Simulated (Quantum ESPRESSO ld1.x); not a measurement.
Pd, 46 electrons, occupied as [Kr] 4d8 4f2 (not the ground configuration). Calculated with ld1.x of Quantum ESPRESSO 7.5: Dirac Kohn-Sham, rPW86 exchange with PBE correlation, spin-unpolarised, spherical densities, point nucleus; open shells are shared between the two j in proportion to 2j + 1.

X-ray form factor f0, the Fourier transform of the density (f0(0) = 46):

sin(theta)/lambda (1/angstrom)  f0 (electrons)
0.05                                    43.526
0.1                                     41.861
0.15                                    39.630
0.2                                     36.970
0.25                                    34.226
0.3                                     31.600
0.4                                     27.099
0.5                                     23.712
0.6                                     21.215
0.8                                     17.688
1                                       14.875
1.25                                    11.764
1.5                                      9.287
2                                        6.459
